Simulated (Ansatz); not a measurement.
Reaction (ligand exchange at a Ge–C bond): `C[C](=N)[GeH3]` + `NC=O` → `O=C[NH][GeH3]` + `CC=N`

Calculated with Ansatz (gas phase, PBE0-D4/def2-TZVP geometries, no zero-point term in ΔE). CCSD(T)/CBS is the MP2 limit (def2-TZVPP, def2-QZVPP) plus CCSD(T) − MP2 in def2-TZVPP, frozen cores. This one scheme is used for every species. Functionals use def2-TZVPP. For Ge outer-core shells are correlated without core-valence functions, which leaves a few kJ/mol of doubt a bond. Scalar relativity is left out up to krypton. One conformer a species, not always the lowest.

`C[C](=N)[GeH3]`:

Cartesian coordinates in Å:
```
C 0.002 -1.531 0.318
C 0.068 -0.281 -0.502
N 0.223 -0.367 -1.757
Ge -0.093 1.448 0.455
H 0.795 -1.537 1.072
H 0.103 -2.407 -0.324
H -0.948 -1.583 0.859
H 0.253 0.551 -2.203
H 1.034 1.603 1.491
H -1.442 1.538 1.189
H 0.006 2.566 -0.597
```

`NC=O`:

Cartesian coordinates in Å:
```
N 0.181 0.354 0.566
C -0.175 -0.333 -0.541
O -0.912 0.079 -1.403
H -0.182 1.281 0.709
H 0.799 -0.044 1.249
H 0.289 -1.337 -0.581
```

`O=C[NH][GeH3]`:

Z-matrix (Å, degrees):
```
Ge
N 1 1.868
H 1 1.530 2 109.2
H 1 1.537 2 103.4 3 -118.5
H 1 1.530 2 109.2 3 123.1
C 2 1.349 1 118.3 3 -61.6
H 2 1.007 1 123.7 3 118.4
O 6 1.212 2 123.1 1 0.0
H 6 1.106 2 114.6 1 -180.0
```

`CC=N`:

Z-matrix (Å, degrees):
```
C
C 1 1.493
H 1 1.092 2 111.6
H 1 1.094 2 110.3 3 -121.2
H 1 1.094 2 110.3 3 121.2
N 2 1.263 1 127.9 3 0.0
H 2 1.095 1 115.5 3 -180.0
H 6 1.023 2 110.6 1 0.0
```

**Question.** Is it downhill or uphill in electronic energy at CCSD(T)/CBS, and by how much? (Best estimate.)

**Answer.** The calculation gave: Downhill: ΔE = -8.1 kcal/mol.

**Question.** What do these levels give: PBE-D4, ωB97M-V, B2PLYP, r2SCAN, HF/def2-TZVPP, MP2/CBS(def2)? (Best estimate.)

**Answer.** Ansatz gave: PBE-D4 -5.6, ωB97M-V -8.0, B2PLYP -8.4, r2SCAN -7.2, HF/def2-TZVPP -11.6, MP2/CBS(def2) -7.9 kcal/mol.

Largest T1 diagnostic among the species: 0.016.

From PBE to PBE0 (25 % exact exchange), in def2-TZVPP and without D4, ΔE moves by −1.1 kcal/mol. In def2-TZVPP, CCSD(T) changes the Hartree–Fock value by +2.8 kcal/mol (the triples alone add +0.4 kcal/mol) and MP2 by +3.0 kcal/mol.
